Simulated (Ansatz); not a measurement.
```yaml
crystal:
  periodic: [false, false, false]
  atoms:
    - {symbol: Li, position_ang: [-0.334608, 1.526693, -0.645564]}
    - {symbol: Li, position_ang: [-0.905907, -1.631540, -0.807001]}
    - {symbol: Li, position_ang: [0.181203, 0.088171, 1.679700]}
    - {symbol: Br, position_ang: [1.051208, 2.226278, 1.144714]}
    - {symbol: Br, position_ang: [1.322167, -1.874038, 0.316609]}
    - {symbol: Br, position_ang: [0.769429, -0.344605, -2.158358]}
    - {symbol: Br, position_ang: [-2.083483, 0.009052, 0.469889]}
basis:
  gaussian: {orbitals: def2-TZVP, initial_orbitals: start.molden}
magnetization: {spin_polarized: true, initial_magnetization: 1}
hamiltonian: {xc: {name: CAM-B3LYP}, dispersion: d4}
scf: {omitted_lower_state_checks: [starts]}
output: {orbitals: {seedname: orbitals}}
```

The file start.molden holds the orbitals of an earlier run on this structure, at another level or in another basis.

```sh
$ ansatz run in.yaml --threads 4 --pin off --events-out ev --progress --plain --max-ram 4787MiB
```

Task: Does this run fit into the memory that it is given?

Result: No. It has 234 basis functions, and Ansatz plans for 6 GiB where 5 GiB are given.
